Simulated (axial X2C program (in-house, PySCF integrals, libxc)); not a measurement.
# IF⁺: from Re and ωe to a spectrum

A bond curve at the PBE0 level, with spin–orbit coupling, was computed with an axial X2C code built on PySCF integrals (basis I dyall-cv3z [11s12p8d4f1g], F dyall-av3z [7s6p3d2f] (cores contracted in-house)) for the state Ω = 3/2 (⟨Sz⟩ = 0.51, ⟨Lz⟩ = 0.99 at PBE0). Its fit gives Re = 1.8396 Å, ωe = 716.7 cm⁻¹, ωexe = 2.97 cm⁻¹ and αe = 1.741e-03 cm⁻¹; the masses are 126.9045 and 18.9984 u. Two-component means X2C with spin–orbit coupling and atomic mean-field Coulomb and Gaunt terms.

Problem. Find the reduced mass, Be and the force constant.

Solution. From the PBE0 values: μ = 16.5246 u. Be = 16.8576/(μ Re²) = 0.3015 cm⁻¹. k = 5.8918×10⁻⁷ μ ωe² = 5 mdyn/Å.

Problem. A Morse curve ties αe to the other constants (Pekeris). How well does that hold?

Solution. αe(Morse) = 6Be²/ωe × (√(ωexe/Be) − 1) = 1.627e-03 cm⁻¹; the PBE0 curve gives 1.741e-03 cm⁻¹, a ratio of 0.93.

Problem. Estimate De from a Morse curve and compare with the computed well depth of 2.750 eV to I+ + F.

Solution. De(Morse) = ωe²/(4ωexe) = 5.361 eV against 2.750 eV computed, a ratio of 1.95. The extrapolation overshoots: the well softens faster than a Morse curve, or the lowest atomic limit lies below the one to which the curve heads.

Problem. Where do the fundamental and the first overtone lie?

Solution. ν(1←0) = ωe − 2ωexe = 710.8 cm⁻¹; ν(2←0) = 2ωe − 6ωexe = 1415.6 cm⁻¹.

Problem. Estimate the centrifugal constant by the Kratzer relation.

Solution. D = 4Be³/ωe² = 2.13e-07 cm⁻¹.

One determinant describes the state; a PBE0 search over occupations chose it and may have missed a lower one. De is counted from the lowest determinant-based energies of the atoms at the same level, without counterpoise correction. Density functionals use the spin component along the axis (collinear). In 2c an atomic determinant is not the ground J level, so De misses part of the atomic spin–orbit lowering. This holds for PBE0. Without a current term, density functionals place determinants with orbital angular momentum somewhat too high.
